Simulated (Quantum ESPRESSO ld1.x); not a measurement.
The numbers below are computed, except where a source is named.
The run below uses ld1.x (Quantum ESPRESSO 7.5).

```
 &input
    zed=41.0,
    iswitch=1,
    rel=0,
    lsd=1,
    dft='PZ',
    config='[Kr] 4d2 6p1',
    verbosity='high',
    prefix='ld1',
    max_out_wfc=37,
    file_charge='ld1.rho',
 /
```

Output (excerpt):

```
     Program LD1 v.7.5 starts

     --------------------------- All-electron run ----------------------------

     atomic number is 41.00
     dft =PZ   lsd =1 sic =0 latt =0  beta=0.20 tr2=1.0E-14
     Exchange-correlation= PZ
                           (   1   1   0   0   0   0   0)
     mesh =1915 r(mesh) =  99.32804 a.u. xmin = -7.00 dx = 0.00800
     1 Ry =  13.60569312 eV

     n l     nl                  e(Ry)          e(Ha)          e(eV)
     1 0     1S 1( 1.00)   -1349.485074311    -674.742537156 -18360.6797951
     2 0     2S 1( 1.00)    -187.469145648     -93.734572824  -2550.6476657
     2 1     2P 1( 3.00)    -172.528043121     -86.264021560  -2347.3636098
     3 0     3S 1( 1.00)     -32.757158124     -16.378579062   -445.6838410
     3 1     3P 1( 3.00)     -27.076154916     -13.538077458   -368.3898547
     4 0     4S 1( 1.00)      -6.014838805      -3.007419403    -81.8360510
     4 1     4P 1( 3.00)      -4.416252454      -2.208126227    -60.0861756
     3 2     3D 1( 5.00)     -16.654859955      -8.327429978   -226.6009136
     4 2     4D 1( 2.00)      -1.995664636      -0.997832318    -27.1524006
     6 1     6P 1( 1.00)      -0.578290227      -0.289145113     -7.8680394
     1 0     1S 2( 1.00)   -1349.484605211    -674.742302605 -18360.6734127
     2 0     2S 2( 1.00)    -187.451237166     -93.725618583  -2550.4040084
     2 1     2P 2( 3.00)    -172.514219549     -86.257109775  -2347.1755305
     3 0     3S 2( 1.00)     -32.744314392     -16.372157196   -445.5090931
     3 1     3P 2( 3.00)     -27.062079207     -13.531039603   -368.1983450
     4 0     4S 2( 1.00)      -5.920679929      -2.960339964    -80.5549542
     4 1     4P 2( 3.00)      -4.316153992      -2.158076996    -58.7242667
     3 2     3D 2( 5.00)     -16.636038609      -8.318019304   -226.3448361
     4 2     4D 2( 0.00)      -1.887525214      -0.943762607    -25.6810888
     6 1     6P 2( 0.00)      -0.521601233      -0.260800617     -7.0967463

     final scf error:  6.9E-15 reached in  29 iterations

     Etot =   -7499.677125 Ry,   -3749.838563 Ha, -102038.305490 eV
     Total magnetization:    3.00 Bohr mag.

     Ekin =    7494.472476 Ry,    3747.236238 Ha,  101967.492633 eV
     Encl =  -17796.803990 Ry,   -8898.401995 Ha, -242137.853659 eV
     Eh   =    3026.451664 Ry,    1513.225832 Ha,   41176.972596 eV
     Exc  =    -223.797276 Ry,    -111.898638 Ha,   -3044.917060 eV

     normalization and overlap integrals

     s(1S/1S) =  1.000000  <r> =   0.0372  <r2> =    0.0019  r(max) =   0.0246
     s(2S/2S) =  1.000000  <r> =   0.1631  <r2> =    0.0313  r(max) =   0.1373
     s(2P/2P) =  1.000000  <r> =   0.1398  <r2> =    0.0238  r(max) =   0.1080
     s(3S/3S) =  1.000000  <r> =   0.4559  <r2> =    0.2380  r(max) =   0.4076
     s(3P/3P) =  1.000000  <r> =   0.4515  <r2> =    0.2372  r(max) =   0.3947
     s(4S/4S) =  1.000000  <r> =   1.1737  <r2> =    1.5594  r(max) =   1.0475
     s(4P/4P) =  1.000000  <r> =   1.2837  <r2> =    1.8825  r(max) =   1.1257
     s(3D/3D) =  1.000000  <r> =   0.4323  <r2> =    0.2252  r(max) =   0.3337
     s(4D/4D) =  1.000000  <r> =   1.7051  <r2> =    3.4075  r(max) =   1.3971
     s(6P/6P) =  1.000000  <r> =   6.6492  <r2> =   49.0890  r(max) =   6.5958
     s(1S/1S) =  1.000000  <r> =   0.0372  <r2> =    0.0019  r(max) =   0.0246
     s(2S/2S) =  1.000000  <r> =   0.1631  <r2> =    0.0313  r(max) =   0.1373
     s(2P/2P) =  1.000000  <r> =   0.1398  <r2> =    0.0238  r(max) =   0.1080
     s(3S/3S) =  1.000000  <r> =   0.4558  <r2> =    0.2379  r(max) =   0.4076
     s(3P/3P) =  1.000000  <r> =   0.4514  <r2> =    0.2371  r(max) =   0.3947
     s(4S/4S) =  1.000000  <r> =   1.1705  <r2> =    1.5513  r(max) =   1.0475
     s(4P/4P) =  1.000000  <r> =   1.2800  <r2> =    1.8724  r(max) =   1.1168
     s(3D/3D) =  1.000000  <r> =   0.4321  <r2> =    0.2249  r(max) =   0.3337
     s(4D/4D) =  1.000000  <r> =   1.7092  <r2> =    3.4343  r(max) =   1.3860
     s(6P/6P) =  1.000000  <r> =   6.8844  <r2> =   52.7447  r(max) =   6.7560

     ------------------------ End of All-electron run ------------------------
```

Run on one thread of a shared host, so times are rough (Intel(R) Xeon(R) Processor @ 2.60GHz): 0.65 s of CPU time, 0.73 s wall, 29 iterations on 1915 mesh points.
